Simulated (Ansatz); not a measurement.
Two isomers of CH6N2Si: A = `N[SiH]1CN1`, B = `N=C(N)[SiH3]`.

Program: Ansatz. Geometries: PBE0-D4/def2-TZVP. ΔE: electronic, gas phase. CCSD(T)/CBS adds triple-zeta CCSD(T) − MP2 to the extrapolated MP2 energy (def2 sets, frozen cores). Functionals use def2-TZVPP. B3LYP here is the variant with VWN-RPA as its local correlation; programs differ in this. One conformer a species, not always the lowest.

A:

Z-matrix (Å, degrees):
```
Si
C 1 1.828
N 1 1.693 2 50.6
N 1 1.694 2 129.3 3 97.0
H 1 1.481 2 118.4 3 -111.0
H 2 1.092 1 118.3 3 106.0
H 2 1.089 1 125.2 3 -99.4
H 3 1.006 1 134.4 2 -111.2
H 4 1.005 1 122.9 2 -28.0
H 4 1.005 1 121.9 2 134.8
```

B:

Z-matrix (Å, degrees):
```
Si
C 1 1.898
H 1 1.480 2 109.4
H 1 1.483 2 109.4 3 121.3
H 1 1.492 2 109.5 3 -119.9
N 2 1.368 1 118.5 3 133.2
N 2 1.276 1 114.4 3 -50.1
H 6 1.004 2 119.7 1 -17.6
H 6 1.008 2 119.4 1 -172.7
H 7 1.024 2 112.6 1 -178.3
```

Which isomer does CCSD(T)/CBS put lower? Give the gap. (An estimate is asked.)

Computed: A, by 16.1 kcal/mol.

Give E(B) − E(A) in kcal/mol with CCSD/def2-TZVPP, HF/def2-TZVPP, r2SCAN-D4, B3LYP, B3LYP-D4, MP2/def2-TZVPP, ωB97M-V. (Best estimate.)

The calculation gave: CCSD/def2-TZVPP 14.9, HF/def2-TZVPP 11.2, r2SCAN-D4 14.6, B3LYP 11.7, B3LYP-D4 11.5, MP2/def2-TZVPP 17.4, ωB97M-V 15.9. None reverses the order clearly.

Does the order hold for the free energy at 298.15 K (harmonic terms from PBE0-D4)? (Best estimate.)

Computed: Yes: G(B) − G(A) = +12.8 kcal/mol, for one conformer each. Modes under 60 cm⁻¹, often nearly free rotors, make the harmonic entropy too high.

Largest T1 diagnostic: 0.014.

In def2-TZVPP, CCSD(T) changes the Hartree–Fock value by +3.0 kcal/mol (the triples alone add −0.7 kcal/mol) and MP2 by +6.2 kcal/mol. At CCSD(T), def2-SVP lies −12.9 kcal/mol from the extrapolated value and def2-TZVPP −1.9 kcal/mol.
